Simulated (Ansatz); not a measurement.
C2H7NOSi (`OC1C[SiH2]N1`), one more setting.

```yaml
crystal:
  periodic: [false, false, false]
  atoms:
    - {symbol: O, position_ang: [-1.660775, 0.825180, 0.747634]}
    - {symbol: C, position_ang: [-0.285277, 0.591308, 0.560689]}
    - {symbol: C, position_ang: [-0.000361, -0.921420, 0.696076]}
    - {symbol: Si, position_ang: [0.790109, -0.803989, -1.004157]}
    - {symbol: N, position_ang: [0.183531, 0.794179, -0.800333]}
    - {symbol: H, position_ang: [-1.835254, 1.759882, 0.607276]}
    - {symbol: H, position_ang: [0.284216, 1.192920, 1.284349]}
    - {symbol: H, position_ang: [0.638275, -1.176867, 1.539721]}
    - {symbol: H, position_ang: [-0.931318, -1.482658, 0.762191]}
    - {symbol: H, position_ang: [0.240985, -1.591203, -2.143260]}
    - {symbol: H, position_ang: [2.273572, -0.954399, -1.057401]}
    - {symbol: H, position_ang: [0.379298, 1.712067, -1.158686]}
basis:
  gaussian: {orbitals: cc-pVTZ-DK}
magnetization: {spin_polarized: false, initial_magnetization: 2}
hamiltonian: {xc: {name: RPBE}, pseudopotentials: {relativity: none}}
```

```sh
$ ansatz run in.yaml --threads 4 --pin off --events-out ev --progress --plain --max-ram 10444MiB
```

Shortened log:

```
Functional definition: RPBE
1364 factors; their error is unknown
mean field evaluation 1: about -13580.2921 eV, gradient 8.2e1 eV
mean field evaluation 2: about -13509.8483 eV, gradient 1.8e2 eV
mean field evaluation 4: about -13584.3664 eV, gradient 5.4e1 eV
mean field evaluation 8: about -13595.0281 eV, gradient 1.0e1 eV
mean field evaluation 16: about -13595.3486 eV, gradient 2.6e-1 eV
mean field evaluation 64: about -13593.9873 eV, gradient 7.8e0 eV
mean field evaluation 128: about -13595.2123 eV, gradient 2.5e0 eV
mean field -13595.29803740 eV, -499.6179876505 hartree, gradient 3.9e-5 eV, S^2 2.000000; 10 other end points of the search recorded, 0 dependent functions left out
reference -13595.29808402 eV, -499.6179893636 hartree; 25, 23 occupied and 227, 229 virtual orbitals, 1364 factors
WARN: the results are in doubt because the basis set is contracted for relativity, which is off
Total energy: -13595.29808402 eV, -499.6179893636 hartree
In doubt: the basis set is contracted for relativity, which is off
```

Run time 21 s (4 threads of an Arm Neoverse V1 on a shared host); peak host memory 0.57 GiB.
